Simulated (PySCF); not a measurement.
Excitations are Tamm–Dancoff values on a coarser integration grid. The basis has no diffuse functions, so Rydberg states are missing or too high.

Cartesian coordinates (Å):
SMILES: C1(=CB1)N
```xyz
8

N      1.4286    -0.0285     0.0566
C      0.0964    -0.0843     0.0040
C     -0.9958     0.7188    -0.0432
B     -1.2401    -0.7055    -0.0461
H      1.9172     0.8492     0.0727
H      1.9749    -0.8688     0.0831
H     -1.2365     1.7695    -0.0575
H     -1.9447    -1.6503    -0.0695
```
Charge 0, multiplicity 1.

Q: What is the computed HOMO–LUMO gap, dipole moment and S1 excitation (TDA) (CAM-B3LYP-D3(BJ)/def2-TZVP (PySCF))?

A: 
The HOMO–LUMO gap is 10.04 eV and the dipole moment comes out as 2.80 D. The S1 excitation (TDA) comes out as 6.64 eV.
